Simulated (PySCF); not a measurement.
## How methods differ on the ionisation energy of Rh

Rh [Kr] 4d8 5s1 (4F) → Rh⁺ [Kr] 4d8 (3F), as a difference of total energies. Calculation: PySCF 2.14, in x2c-TZVPall; the spin-free X2C one-electron Hamiltonian (Gaussian nucleus). Correlated levels: valence: [Kr] frozen. The calculations carry no spin-orbit coupling.

```json
{"method": "UHF", "ionisation energy (eV)": "6.313", "error (eV)": "-1.166"}
{"method": "M06-L", "ionisation energy (eV)": "7.155", "error (eV)": "-0.324"}
{"method": "TPSS", "ionisation energy (eV)": "7.610", "error (eV)": "+0.131"}
{"method": "MP2 (valence)", "ionisation energy (eV)": "6.970", "error (eV)": "-0.509"}
{"method": "SCS-MP2 (valence)", "ionisation energy (eV)": "6.808", "error (eV)": "-0.671"}
```

Reference: 7.479 eV (measured; NIST levels, between the centres of gravity of the two terms).

Errors of the correlated levels include the incompleteness of this basis and the frozen core.
